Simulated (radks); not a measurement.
Question: All-electron atom: Eu in [Xe] 4f7 6s2. Calculated with a radial shooting solver on a logarithmic mesh with Libxc functionals: scalar-relativistic Kohn-Sham, LDA (Slater exchange, Perdew-Zunger correlation), spin-unpolarised, spherical densities, finite nucleus; Fermi nuclear charge, rms radius 5.1115 fm. Some entries of the table are withheld. Estimate them.

orbital,occ.,eigenvalue (Ry),<r^2> (bohr^2)
1s,2,-3551.197,0.0006803
2s,2,-583.2546,0.01070
2p,6,-519.9597,0.008596
3s,2,-128.3090,0.07133
3p,6,(1),(2)
3d,10,-82.17629,0.06008
4s,2,(3),0.3622
4p,6,-18.94525,0.4093
4d,10,(4),0.4974
5s,2,-3.29127,2.145
5p,6,-1.75458,3.038
6s,2,-0.27704,20.13
4f,7,-0.21446,1.346
5d,0,(5),13.81
6p,0,-0.09157,40.27

Answer: 
(1) 3p eigenvalue (Ry): -108.6033
(2) 3p <r^2> (bohr^2): 0.07141
(3) 4s eigenvalue (Ry): -25.43316
(4) 4d eigenvalue (Ry): -9.90023
(5) 5d eigenvalue (Ry): -0.12618
